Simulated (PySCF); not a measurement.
PbCl2, SMILES [Cl][Pb][Cl] (connectivity only; charge and spin as stated), neutral, multiplicity 1. The structure is a stationary point at B3LYP-D3(BJ)/def2-TZVP. The isomer is the one that the SMILES or the coordinates give; other isomers of the formula were not compared. The def2 effective core potentials stand for the cores of Pb; spin–orbit coupling is left out.

All values below come from B3LYP-D3(BJ)/def2-TZVP in PySCF.

Harmonic wavenumbers (cm⁻¹): 96, 296, 314. Rotational constants (GHz): 3.728, 1.982, 1.294; symmetry number 2.

Question: Work out the zero-point energy and the ideal-gas rigid-rotor harmonic-oscillator thermochemistry at 298.15 K and 1 atm.

Answer: ZPE = ½ Σ hcν = ½ × 706 cm⁻¹ = 1.01 kcal/mol. H − E(el) = 4.36 kcal/mol. Entropy in cal/(mol K): translation 42.77, rotation 26.53, vibration 6.31, total 75.61. G − E(el) = -18.18 kcal/mol. Cp = 13.23 cal/(mol K). Modes under 150 cm⁻¹ make the vibrational entropy uncertain.
